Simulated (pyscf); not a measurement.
This saddle point was located with ωB97X-D3(BJ)/def2-SVP in PySCF.

```xyz
8

Cl    -0.2312     0.4750     0.9244
Bi    -1.9568    -1.4285     1.5477
Cl    -0.3937    -3.1591     0.7526
Te    -3.1121    -0.6678    -0.7128
Si    -0.5272     0.4239    -1.3957
H      0.6865     1.3002    -1.3542
H     -0.0993    -0.9323    -1.7992
H     -1.3972     1.1806    -2.3362
```
Charge 0, spin multiplicity 1.

Surface: singlet, charge 0. Lowest wavenumbers (cm⁻¹): 275i, 46, 84, 99, 132.

Task: What reaction is this the transition state of?

Result: `[SiH3][Te][Bi]([Cl])[Cl]` ⇌ `[SiH3][Cl]` + `[Cl][Bi]=[Te]`, an elimination read from left to right: Bi–Cl, Si–Te broken and Cl–Si formed. At ωB97M-D3(BJ)/def2-TZVP it lies +1.34 eV from the left side and +0.60 eV from the right (each side as separated species at their lowest minima found). On the product side the descent ends in a complex, 0.34 eV under the separated species and 0.57 eV under the saddle at ωB97X-D3(BJ)/def2-TZVP. One saddle was located; it need not be the lowest between these sides. Elements past Kr carry the def2 core potentials, without spin-orbit coupling.
